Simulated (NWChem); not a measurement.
System: phosphine (PH3); SMILES P

Here is an NWChem input.

```
start job
memory heap 200 mb stack 700 mb global 900 mb
geometry units angstroms noautosym nocenter noautoz
  P      0.000000     0.000000     0.138081
  H     -0.777651     0.908539    -0.643574
  H      1.175643     0.219196    -0.643574
  H     -0.397992    -1.127735    -0.643574
end
basis spherical
  * library def2-svp
end
dft
  xc pbe0
  iterations 150
end
property
  shielding 2 1 2
end
task dft property
```

The geometry was optimised at PBE0/def2-SVP. No frequency run checked for a minimum.

GIAO values for the isolated, static molecule; σ is the absolute isotropic shielding.

Atoms are numbered as in the input.

Task: Predict the main results of this run. (PBE0/def2-SVP, GIAO.) Quantities: σ P1 (ppm); σ H2 (ppm).

Result: The σ P1 (ppm) is 629.3. The σ H2 (ppm) is 29.43.
